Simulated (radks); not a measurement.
Initial-state core-level shifts of the antimony ion Sb3+ when its valence configuration changes from [Kr] 4d10 5s2. Calculated with a radial shooting solver on a logarithmic mesh with Libxc functionals: scalar-relativistic Kohn-Sham, PBE, spin-unpolarised, spherical densities, finite nucleus; Fermi nuclear charge, rms radius 4.6802 fm. Shifts are changes of the shell-averaged eigenvalues in eV (positive: less bound); the change of the density at the nucleus, which sets a Mossbauer isomer shift, is in e/bohr^3, on a base of 2.152e+05.

| valence | 2p | 3p | 3d | 4p | density at nucleus |
|---|---|---|---|---|---|
| 4d10 5p2 | -2.764 | -2.823 | -2.819 | -2.775 | -122.86 |
| 4d10 5s1 5p1 | -1.397 | -1.426 | -1.424 | -1.402 | -60.42 |
| 4d10 5s1.5 5p0.5 | -0.703 | -0.717 | -0.716 | -0.705 | -29.95 |
| 4d9 5s2 5p1 | -9.643 | -9.276 | -9.354 | -7.678 | +20.75 |
| 4d8 5s2 5p2 | -19.549 | -18.733 | -18.903 | -15.302 | +42.67 |
| 4d9 5s1 5p2 | -10.980 | -10.642 | -10.719 | -9.007 | -45.25 |
| 4d9.5 5s2 5p0.5 | -4.788 | -4.615 | -4.652 | -3.845 | +10.24 |
